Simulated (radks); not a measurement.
Task: All-electron atom: Rh III in [Kr] 4d7 (the NIST ground configuration). Method: Dirac Kohn-Sham, exchange-only PBE, spin-unpolarised, spherical densities, finite nucleus; open shells fill j = l - 1/2 first; Fermi nuclear charge, rms radius 4.4945 fm; computed with a radial shooting solver on a logarithmic mesh with Libxc functionals. Some entries of the table are withheld. Estimate them.

orbital,occ.,eigenvalue (hartree),<r> (bohr)
1s1/2,2,-846.9489,0.03263
2s1/2,2,-123.3854,0.1416
2p1/2,2,-114.2995,0.1203
2p3/2,4,-108.9839,0.1252
3s1/2,2,-22.64201,0.3905
3p1/2,2,-19.08630,0.3831
3p3/2,4,-18.17196,0.3939
3d3/2,4,(1),0.3684
3d5/2,6,(2),0.3719
4s1/2,2,-3.75399,(3)
4p1/2,2,-2.67078,1.055
4p3/2,4,-2.52563,1.085
4d3/2,4,-0.91347,1.449
4d5/2,3,-0.89726,1.466

Result: 
(1) 3d3/2 eigenvalue (hartree): -11.87567
(2) 3d5/2 eigenvalue (hartree): -11.69531
(3) 4s1/2 <r> (bohr): 0.9775
